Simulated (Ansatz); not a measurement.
This geometry of C$_{2}$H$_{8}$AlFSi (13 atoms, charge 0, multiplicity 1) is a first-order saddle point.

Method: Ansatz, RKS PBE0-D4/STO-3G.

```xyz
13
Properties=species:S:1:pos:R:3
F -2.176 1.189 0.113
C -0.930 0.575 0.410
Al -1.136 -0.992 1.552
C -0.187 0.276 -0.942
Si 1.675 0.097 -0.775
H -0.311 1.336 0.948
H -0.058 -2.033 1.574
H -2.374 -1.138 2.385
H -0.385 1.108 -1.634
H -0.606 -0.619 -1.422
H 2.250 -0.290 -2.041
H 2.012 -0.900 0.212
H 2.247 1.357 -0.365
```

Question: Which two structures does it join? (They come from a converged band through this point; their orientation in space is the band's.)

Answer: No bond is made or broken. The dihedral F1–C2–Al3–H8 goes from 60 to -113°. The two ends are copies of one structure, up to a mirror image or an exchange of like atoms.

Initial state:

```xyz
13
Properties=species:S:1:pos:R:3
F -2.145 1.281 0.604
C -0.818 0.790 0.576
Al -0.562 -0.964 1.413
C -0.318 0.692 -0.913
Si 1.288 -0.269 -0.909
H -0.168 1.551 1.071
H 0.246 -1.069 2.672
H -1.323 -2.133 0.866
H -0.209 1.680 -1.379
H -1.062 0.140 -1.503
H 1.566 -1.003 -2.120
H 1.094 -1.257 0.164
H 2.429 0.527 -0.526
```

Final state:

```xyz
13
Properties=species:S:1:pos:R:3
F -2.146 1.280 0.602
C -0.819 0.790 0.576
Al -0.561 -0.964 1.414
C -0.317 0.692 -0.913
Si 1.289 -0.269 -0.909
H -0.169 1.551 1.072
H -1.323 -2.133 0.868
H 0.247 -1.068 2.672
H -0.208 1.681 -1.378
H -1.062 0.141 -1.504
H 1.565 -1.003 -2.120
H 1.095 -1.257 0.163
H 2.430 0.526 -0.527
```

Question: How far does it lie above each of them?

Answer: 0.136 eV above the first and 0.136 eV above the second. This is the barrier of this one path; another mechanism may lie lower. Limits of this set-up: minimal basis.

Time of the run: 2.4 min on 1 thread of Arm Neoverse V1 (shared host), peak memory 0.12 GiB.
